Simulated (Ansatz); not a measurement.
Job for Ansatz (an electronic-structure program): R-BLYP/def2-TZVPP on BFH2O (SMILES OBF), a point of a torsion scan.

Ansatz 0.2 input:
```yaml
crystal:
  periodic: [false, false, false]
  atoms:
    - {symbol: O, position_ang: [0.93256570, 0.03060877, -0.40438011]}
    - {symbol: B, position_ang: [-0.39262842, -0.03950224, -0.49597073]}
    - {symbol: F, position_ang: [-0.97446850, 0.80372639, -1.33402126]}
    - {symbol: H, position_ang: [1.35911069, -0.20767228, 0.41475939]}
    - {symbol: H, position_ang: [-1.09959278, -0.72805251, 0.14834796]}
basis:
  gaussian:
    orbitals: def2-TZVPP
hamiltonian:
  xc: {name: BLYP}
scf: {lower_state_search: off}
```

### Question
Predict the final total energy.

### Answer
-201.2815 hartree.
